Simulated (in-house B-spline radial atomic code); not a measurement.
**B97-1 excitations of Ba8+**

Method: B97-1. Computed with an all-electron radial atomic-structure program (B-spline basis): linear response of the closed shell [Kr] 4d10 5s2 with the functional's adiabatic kernel; scalar-relativistic (spin-free one-electron X2C), finite nucleus, no spin-orbit coupling, no double excitations, S, P, D and F terms only; shells from n = 3 respond. Only terms of natural parity with L up to 3 were computed.

Spin-orbit coupling is strong here, so these LS terms don't match observed levels.

Command:
```bash
python run_td.py task.json out
```
Settings (radii: box in bohr, nucleus in fm):
```
Z                        56
electrons                48
configuration            [Kr] 4d10 5s2
hamiltonian              x2c
method                   b97_1
box_radius               11.59
rms_radius               4.8378
intervals                69
```

Time taken, with all properties: 2.2 s on 1 thread of Intel(R) Xeon(R) Platinum 8375C CPU @ 2.90GHz (Ice Lake) (shared host).

The lowest states, in the order of their Tamm-Dancoff energies; the method's threshold (minus the highest occupied level) is 125.52 eV. Labels give the largest channel, * marks a mixed state, and oscillator strengths are full-response dipole values. Semilocal kernels can invert the small singlet-triplet splittings of Rydberg terms. Energies in eV:

```tsv
state	full response	Tamm-Dancoff	oscillator strength
5s → 5p 3P	17.290	17.376	-
5s → 5p 1P	?	?	?
5s → 4f 3F	28.262	28.311	-
5s → 4f 1F	29.178	29.185	-
5s → 5d 3D	44.97	44.99	-
5s → 5d 1D	46.05	46.10	-
5s → 6s 3S	59.66	59.67	-
5s → 6s 1S	60.53	60.57	-
5s → 6p 3P	67.19	67.21	-
5s → 6p 1P	67.68	67.71	0.164
5s → 5f 1F	72.00	72.00	-
5s → 5f 3F	72.22	72.23	-
5s → 6d 3D	78.58	78.59	-
5s → 6d 1D	79.34	79.36	-
5s → 7s 3S	85.30	85.31	-
5s → 7s 1S	85.57	85.59	-
4d → 5p 3P	86.43	86.46	-
4d → 5p 3F	86.74	86.77	-
4d → 5p 1F	?	?	-
4d → 5p 1P	88.60	88.69	0.986
```

(1) Where does 5s → 5p 1P lie?

(2) Where does 4d → 5p 1F lie?

(3) How large is the singlet-triplet splitting of 5s → 5p (P terms) in Tamm-Dancoff?

(4) What polarisabilities and dispersion coefficient does the method give?

## Answers

(1) At 21.720 eV in full response, 22.383 eV in Tamm-Dancoff, oscillator strength 1.56.

(2) At 87.36 eV in full response, 87.37 eV in Tamm-Dancoff.

(3) 5.01 eV, from the unrounded values.

(4) Dipole 3.122 bohr³, quadrupole 3.774 bohr⁵, C6 8.419 hartree·bohr⁶ for two such species.
